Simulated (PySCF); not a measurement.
**Frontier levels across methods**

C₃H₃BCl₂.
Numbering: `[CH:1]#[C:2][CH2:3][B:4]([Cl:5])[Cl:6]` (hydrogens: H7 on C1; H8, H9 on C3)

Structure used (PBE0-D3(BJ)/def2-SVP), in Å, numbered top down from 1:
```xyz
9
C3H3BCl2 angstrom
C      1.7535    0.3713   -0.2466
C      0.6891    0.0070    0.2024
C     -0.6192   -0.4116    0.6862
B     -1.6585   -0.0316   -0.4388
Cl    -2.2770    1.5977   -0.5541
Cl    -2.1884   -1.2183   -1.6056
H      2.7032    0.6896   -0.6340
H     -0.8600    0.1120    1.6262
H     -0.6244   -1.4957    0.8803
```

Basis pcSseg-2 throughout (PySCF), one geometry. Isolated species at its PBE0-D3(BJ)/def2-SVP geometry (one conformer only).

How do the orbital energies, the gap and the dipole change with the method?

| method | kind | HOMO (eV) | LUMO (eV) | gap (eV) | μ (D) | SCF cycles |
| --- | --- | --- | --- | --- | --- | --- |
| BLYP | GGA | -6.51 | -2.37 | 4.14 | 0.96 | 15 |
| B97-D | GGA | -6.62 | -2.35 | 4.28 | 1.01 | 16 |
| OPBE | GGA | -6.63 | -2.45 | 4.18 | 1.00 | 16 |
| PBE | GGA | -6.66 | -2.56 | 4.10 | 0.96 | 16 |
| KT2 | GGA | -6.68 | -2.56 | 4.12 | 0.97 | 16 |
| KT3 | GGA | -6.68 | -2.48 | 4.20 | 0.98 | 16 |
| BP86 | GGA | -6.75 | -2.62 | 4.13 | 0.97 | 15 |
| LDA | LDA | -6.83 | -2.82 | 4.01 | 0.98 | 15 |
| B97-2 | global hybrid | -7.62 | -1.59 | 6.02 | 1.05 | 14 |
| B3LYP | global hybrid | -7.64 | -1.79 | 5.86 | 1.02 | 14 |
| PBE0 | global hybrid | -7.88 | -1.61 | 6.26 | 1.04 | 14 |
| mPW1PW91 | global hybrid | -7.89 | -1.61 | 6.28 | 1.04 | 14 |
| BHandHLYP | global hybrid | -8.96 | -0.48 | 8.47 | 1.11 | 13 |
| CAM-B3LYP | range-separated hybrid | -9.24 | -0.45 | 8.79 | 1.07 | 13 |
| wB97X-D | range-separated hybrid | -9.74 | 0.25 | 9.99 | 1.08 | 14 |
| HF | Hartree–Fock | -10.61 | 2.23 | 12.85 | 1.24 | 11 |
| LC-wPBE | range-separated hybrid | -10.65 | 0.66 | 11.31 | 1.10 | 14 |

The HOMO spans 4.14 eV, from BLYP down to LC-wPBE, and the gap runs from 4.01 eV (LDA) to 12.85 eV (HF). Over the methods BLYP (0 %), B97-D (0 %), OPBE (0 %), PBE (0 %), KT2 (0 %), KT3 (0 %), BP86 (0 %), LDA (0 %), B97-2 (21 %), B3LYP (20 %), PBE0 (25 %), mPW1PW91 (25 %), BHandHLYP (50 %), HF (100 %), a straight line through the gap against the share of exact exchange rises by 0.87 eV for each 10 % (correlation coefficient 1.000). The dipole ranges from 0.96 D (BLYP) to 1.24 D (HF). This basis has no diffuse functions.

The vertical ΔSCF ionisation energy at CAM-B3LYP/def2-SVPD is 10.20 eV; −ε(HOMO) comes closest to it with HF (10.61 eV).
